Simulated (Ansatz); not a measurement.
Molecule: ZnOH, net charge 0, doublet state. SMILES of the parent species: [Zn][OH]
Geometry: optimised at B3LYP-D3(BJ)/def2-TZVP (Ansatz, a program for electronic structure).

Quantity: size of the dipole moment, in D. Conventions: no dispersion term unless named; UHF or UKS for open shells; 6-31G* and kin with 6d, 5d where marked; LANL2DZ with its own core potentials from Na on; no spin-orbit coupling; non-relativistic. Ab initio and DFT rows: single points at B3LYP-D3(BJ) geometries (Ansatz). The spin state of an ion or metal species was assumed, not searched.

```csv
level,program,size of the dipole moment (D)
SVWN5/6-31G*,Ansatz,1.61
PBE/3-21G,Ansatz,1.43
PBE/LANL2DZ,Ansatz,2.08
PBE/6-31G*,Ansatz,1.56
PBE/def2-SVP,Ansatz,1.90
PBE/6-31G* with LANL2DZ past Ar,Ansatz,1.63
BLYP/6-31G*,Ansatz,1.51
BLYP/6-31G* with LANL2DZ past Ar,Ansatz,1.58
B3LYP/3-21G,Ansatz,1.59
B3LYP/6-31G,Ansatz,2.01
B3LYP/6-31G*,Ansatz,1.78
B3LYP/def2-SVP,Ansatz,2.14
B3LYP/6-31G* with LANL2DZ past Ar,Ansatz,1.84
PBE0/6-31G* with LANL2DZ past Ar,Ansatz,1.96
```

No value to compare with is used here. The 14 habitual levels span 1.43 (PBE/3-21G) to 2.14 D (B3LYP/def2-SVP).

The levels are drawn from those run, B3LYP/6-31G* more often than the rest, none by its result; runs whose electronic state is in doubt are left out.
